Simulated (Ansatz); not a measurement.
CH₉BOSi₂ (`BCO[SiH2][SiH3]`) at its PBE0-D4/def2-TZVP geometry, where that method's forces vanish. Charge 0, multiplicity 1.

```xyz
14

B     2.5420   -0.6426    1.1044
C     1.0328   -0.3795    0.8847
O     0.4803   -0.9638   -0.2787
Si   -1.1129   -0.8021   -0.6713
Si   -1.7091    1.4298   -1.1046
H     3.1907   -1.2898    0.3393
H     3.0483   -0.1683    2.0798
H     0.8855    0.7171    0.8919
H     0.4983   -0.7185    1.7918
H    -1.9725   -1.3129    0.4395
H    -1.3262   -1.6404   -1.8773
H    -1.4854    2.2900    0.0909
H    -0.9173    1.9882   -2.2340
H    -3.1546    1.4927   -1.4564
```

What forces (eV/Å) does B3LYP-D4/def2-TZVPP give on these atoms in Ansatz? (An estimate is asked.)

Computed: 
```
B1   0.161 -0.029  0.023
C2   0.142  0.170  0.321
O3  -0.060 -0.098 -0.191
Si4 -0.184 -0.141 -0.087
Si5 -0.034  0.122 -0.021
H6  -0.066  0.071  0.087
H7  -0.045 -0.053 -0.103
H8  -0.001 -0.054 -0.005
H9   0.011  0.013 -0.044
H10  0.050  0.024 -0.062
H11  0.004  0.047  0.074
H12 -0.014 -0.048 -0.076
H13 -0.049 -0.028  0.067
H14  0.084  0.003  0.019
```

B3LYP here is the variant with VWN-RPA as its local correlation; programs differ in this.
